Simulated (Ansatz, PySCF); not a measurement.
Al(CF3)(H)(OH) (CH2AlF3O), SMILES [OH][AlH][C](F)(F)F. Atoms are numbered in the order given.

```xyz
8

Al    -0.4154     0.4761     0.5900
C     -0.0152    -0.9930    -0.7348
F     -1.0508    -1.8699    -0.8587
F      1.0678    -1.7360    -0.3776
F      0.2365    -0.5263    -1.9867
H     -1.7520     0.5073     1.4213
O      0.8217     1.6334     0.7039
H      0.8671     2.4185     1.2603
```
Charge 0, spin multiplicity 1.

Coordinates come from a TPSSh-D3(BJ)/def2-SVP optimisation. The structure was generated by enumeration; whether it is a known compound was not checked. Other conformers were not sampled.

Two levels are set side by side: PBE-D3(BJ)/def2-SVP (Ansatz, a program for electronic structure) and TPSSh-D3(BJ)/def2-SVP (PySCF). Each level has its own optimised geometry; the coordinates shown are those of the second. Differences are taken from unrounded values.

```json
[
 {"quantity": "mean bond length (Å)", "TPSSh-D3(BJ)": "1.477", "PBE-D3(BJ)": "1.485", "PBE-D3(BJ) minus TPSSh-D3(BJ)": "0.008"},
 {"quantity": "bond Al1–C2 (Å)", "TPSSh-D3(BJ)": "2.018", "PBE-D3(BJ)": "2.020", "PBE-D3(BJ) minus TPSSh-D3(BJ)": "0.002"},
 {"quantity": "bond Al1–O7 (Å)", "TPSSh-D3(BJ)": "1.698", "PBE-D3(BJ)": "1.711", "PBE-D3(BJ) minus TPSSh-D3(BJ)": "0.013"},
 {"quantity": "bond C2–F3 (Å)", "TPSSh-D3(BJ)": "1.363", "PBE-D3(BJ)": "1.372", "PBE-D3(BJ) minus TPSSh-D3(BJ)": "0.009"},
 {"quantity": "bond C2–F4 (Å)", "TPSSh-D3(BJ)": "1.361", "PBE-D3(BJ)": "1.372", "PBE-D3(BJ) minus TPSSh-D3(BJ)": "0.011"},
 {"quantity": "bond C2–F5 (Å)", "TPSSh-D3(BJ)": "1.360", "PBE-D3(BJ)": "1.357", "PBE-D3(BJ) minus TPSSh-D3(BJ)": "-0.003"},
 {"quantity": "bond Al1–H6 (Å)", "TPSSh-D3(BJ)": "1.574", "PBE-D3(BJ)": "1.591", "PBE-D3(BJ) minus TPSSh-D3(BJ)": "0.016"},
 {"quantity": "bond O7–H8 (Å)", "TPSSh-D3(BJ)": "0.963", "PBE-D3(BJ)": "0.970", "PBE-D3(BJ) minus TPSSh-D3(BJ)": "0.006"}
]
```

Exact exchange shortens and stiffens bonds; PBE has none. Differences between two approximate levels are no errors against the true value.
